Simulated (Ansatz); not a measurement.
A further run on CoCl2(H2O)2 (CoCl2O2H4).

```yaml
crystal:
  periodic: [false, false, false]
  atoms:
    - {symbol: Co, position_ang: [0.554353, -0.026814, 0.334898]}
    - {symbol: Cl, position_ang: [1.350610, -1.769217, 1.444023]}
    - {symbol: Cl, position_ang: [2.036279, 1.599447, 0.579900]}
    - {symbol: O, position_ang: [-0.159665, 1.155093, -1.164613]}
    - {symbol: H, position_ang: [0.574512, 1.809024, -1.063738]}
    - {symbol: H, position_ang: [-0.971178, 1.636489, -0.938172]}
    - {symbol: O, position_ang: [-1.185432, -1.088488, 0.361803]}
    - {symbol: H, position_ang: [-0.799248, -1.800035, 0.928568]}
    - {symbol: H, position_ang: [-1.400219, -1.515498, -0.482660]}
basis:
  gaussian: {orbitals: def2-mTZVP, point_charges: [{charge: -1.00, position_ang: [6.511, 0.635, -0.056]}]}
magnetization: {spin_polarized: true, initial_magnetization: 1}
hamiltonian: {xc: {name: wB97X-V}}
accuracy: high
scf: {omitted_lower_state_checks: [starts]}
```

```sh
$ ansatz run in.yaml --threads 4 --pin off --events-out ev --progress --plain --max-ram 8704MiB
```

It prints (some lines left out):

```
Functional definition: wB97X-V
2740 factors; integrals over basis functions are off by at most 2.3e-8 eV
479 factors; integrals over basis functions are off by at most 2.1e-9 eV
mean field evaluation 1: about -66812.2740 eV, gradient 7.3e1 eV
mean field evaluation 2: about -66468.6703 eV, gradient 3.0e2 eV
mean field evaluation 4: about -66825.9379 eV, gradient 1.2e1 eV
mean field evaluation 8: about -66827.0548 eV, gradient 8.8e-1 eV
mean field evaluation 16: about -66827.4274 eV, gradient 1.4e0 eV
mean field -66827.46866644 eV, -2455.8641762067 hartree, gradient 3.3e-8 eV, S^2 1.125688; 0 other end points of the search recorded, 0 dependent functions left out
reference -66827.46866624 eV, -2455.8641761992 hartree; 41, 40 occupied and 96, 97 virtual orbitals, 2740 factors
Total energy: -66827.46866624 eV, -2455.8641761992 hartree
Checks for a lower state left out: starts
```

Run time 27 s (4 threads of AMD EPYC 9R45 on a shared host), peak host memory 1.8 GiB.

The charge 0 doublet is spin-contaminated (final ⟨S²⟩ up to 1.13, 0.75 for a pure state).
